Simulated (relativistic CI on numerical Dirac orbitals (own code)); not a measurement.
**Slater and spin-orbit integrals, Ta XXII**

Method of calculation: Dirac-Coulomb-Breit CI, KLI orbitals optimised for each configuration, QED by a radiative potential, unscaled Slater integrals (own radial code, finite nucleus).

Slater integrals F^k, G^k are unscaled and averaged over j, outside the closed core [Ar] 3d10 4p6 4d10; ζ comes from projecting the Hamiltonian with its Breit term on Σ l·s of the shell.

- 4s2.4f6: F^2(4f,4f) = 209980, F^4(4f,4f) = 135760, F^6(4f,4f) = 98909, ζ(4f) = 6167.2 cm⁻¹; <r>(4f) = 0.4898, <r^2>(4f) = 0.2784 (bohr units).
- 4s2.4f5.5s: F^2(4f,4f) = 212660, F^4(4f,4f) = 137600, F^6(4f,4f) = 100290, ζ(4f) = 6355.2, G^3(4f,5s) = 33064 cm⁻¹; <r>(4f) = 0.4846, <r^2>(4f) = 0.2724, <r>(5s) = 0.863, <r^2>(5s) = 0.8291 (bohr units).
- 4s2.4f4.5s2: F^2(4f,4f) = 215620, F^4(4f,4f) = 139640, F^6(4f,4f) = 101820, ζ(4f) = 6545.8 cm⁻¹; <r>(4f) = 0.479, <r^2>(4f) = 0.2659 (bohr units).

Averages of the first 6 configurations, taken without configuration mixing, which lowers the lowest level and can move excited configurations by several eV; other configurations of the list can lie among them:

```json
{"Configuration": "4s2.4f6", "Parity": "even", "States": "3003", "Average energy above the lowest level (eV)": "20.5"}
{"Configuration": "4s2.4f5.5s", "Parity": "odd", "States": "4004", "Average energy above the lowest level (eV)": "76.0"}
{"Configuration": "4s2.4f4.5s2", "Parity": "even", "States": "1001", "Average energy above the lowest level (eV)": "140.2"}
{"Configuration": "4s2.4f5.6s", "Parity": "odd", "States": "4004", "Average energy above the lowest level (eV)": "288.2"}
{"Configuration": "4s.4f7", "Parity": "odd", "States": "6864", "Average energy above the lowest level (eV)": "581.3"}
{"Configuration": "4f8", "Parity": "even", "States": "3003", "Average energy above the lowest level (eV)": "1144.5"}
```
